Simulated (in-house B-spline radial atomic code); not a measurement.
Gd²⁺ is squeezed into an impenetrable sphere of radius R (the orbitals vanish at R). Computed with an all-electron radial atomic-structure program (B-spline basis): Dirac-Kohn-Sham LDA VWN5, spherical fractional occupations, Fermi nucleus of rms radius 5.1569 fm.

Energies in eV above the free ion in [Xe] 4f7 5d1:

```tsv
R (bohr)	highest level (eV)	[Xe] 4f7 5d1	[Kr] 4d9 4f7 5s2 5p6 5d1 5f1	[Kr] 4d10 4f7 5s2 5p5 5d1 5f1
8.96	-15.3	0.0007722	163.8	39.94
5.67	-14.9	0.1681	167.3	43.53
4.86	-14.3	0.6078	170.4	46.83
4.1	-12.6	2.243	176.6	53.41
3.46	-8.82	7.863	189.1	66.58
2.94	-1.16	24.75	215.6	93.99
2.57	10.4	59.85	262	140.8
2.13	40.6	183.9	410.6	286.6
1.8	91.7	455.6	719	582.1
1.22	406	2891	3346	3055
```

**Question.** Does [Kr] 4d9 4f7 5s2 5p6 5d1 5f1 fall below [Xe] 4f7 5d1 under compression?

**Answer.** No, it stays above over the whole range.

**Question.** Does [Kr] 4d10 4f7 5s2 5p5 5d1 5f1 fall below [Xe] 4f7 5d1 under compression?

**Answer.** No, it stays above over the whole range.

The highest level is first positive in the row R = 2.57 bohr, pushed up by confinement above the zero of the free ion's potential. Each configuration is held fixed and needn't be the lowest in the sphere.
